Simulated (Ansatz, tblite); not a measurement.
Forces on the cluster Li₁₀⁺ at its PBE0/def2-TZVP geometry. Total charge 1; doublet.

The xTB rows come from tblite. At r2SCAN/def2-TZVP the charge 1 doublet is spin-contaminated (final ⟨S²⟩ up to 0.90, 0.75 for a pure state). The structure comes from a short search, and lower isomers may exist.

GFN2-xTB (tblite), largest force 0.32 eV/Å:

```xyz
10
positions Å, forces eV/Å
Li    1.320   -1.795    1.590   -0.081    0.025   -0.304
Li    2.146   -1.131   -1.308   -0.170    0.133    0.216
Li   -0.614   -2.559   -0.710    0.054    0.235    0.172
Li   -1.250    2.435    0.032    0.054   -0.219   -0.209
Li   -2.276   -0.005   -1.556    0.188    0.043    0.232
Li    0.123    1.034    2.606    0.000   -0.029   -0.068
Li    0.476    1.359   -2.313   -0.031   -0.053    0.287
Li    0.001    0.015    0.038    0.011    0.069    0.175
Li    2.251    1.547    0.225   -0.131   -0.176   -0.216
Li   -2.177   -0.900    1.395    0.106   -0.028   -0.285
```

r2SCAN/def2-TZVP (Ansatz), largest force 0.04 eV/Å:

```
Li 0.012 -0.005 0.029
Li 0.016 -0.017 -0.029
Li -0.006 -0.029 -0.023
Li -0.009 0.024 0.018
Li -0.020 -0.007 -0.031
Li -0.002 0.005 0.014
Li 0.004 0.006 -0.037
Li 0.004 0.006 0.012
Li 0.015 0.014 0.018
Li -0.015 0.002 0.028
```
